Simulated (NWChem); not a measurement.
C₂H₅FOSi; SMILES O[SiH2]/C=C/F

```xyz
10

O     -0.7606    -2.2908     0.1015
Si     0.4900    -1.1936    -0.0282
C     -0.0806     0.5139    -0.5007
C      0.1302     1.5547     0.3047
F     -0.2503     2.8086     0.0024
H     -1.4656    -2.0643     0.7240
H      1.2419    -1.0372     1.2522
H      1.3698    -1.7744    -1.0682
H     -0.5905     0.7069    -1.4444
H      0.6242     1.5170     1.2730
```
Atoms are numbered in this order, from 1.

Program: NWChem. Medium grid unless said otherwise, to which SCAN and Minnesota functionals are sensitive. Coordinates come from a B3LYP/6-31G* (spherical d) optimisation. Hybrids' shares of exact exchange are those that their runs print; pure functionals count as 0. The functionals differ in more than this share.

```csv
row,share of exact exchange,highest occupied level (eV)
PBE/def2-TZVP,0.00,-6.79
"LDA (Slater exchange, VWN5)/def2-TZVP",0.00,-6.99
B3LYP/def2-TZVP,0.20,-7.80
PBE0/def2-TZVP,0.25,withheld
M06-2X/def2-TZVP,0.54,-9.31
```

Problem. Fit a straight line of the last column on the one before it, predict the withheld value, and compare with the run.

Solution. 
1. Means of the 4 shown rows: x = 0.185, y = -7.723. Slope Σ(x − x̄)(y − ȳ)/Σ(x − x̄)² = -0.8728/0.1947 = -4.483; intercept -6.893.
2. The shown rows scatter about the line by 0.071 (root mean square); the largest residual is +0.10, at PBE/def2-TZVP.
3. At x = 0.25 (PBE0/def2-TZVP; inside the shown range) the line gives -8.01.
4. The run gives -8.04, -0.03 from the line, 0.4 times the scatter.
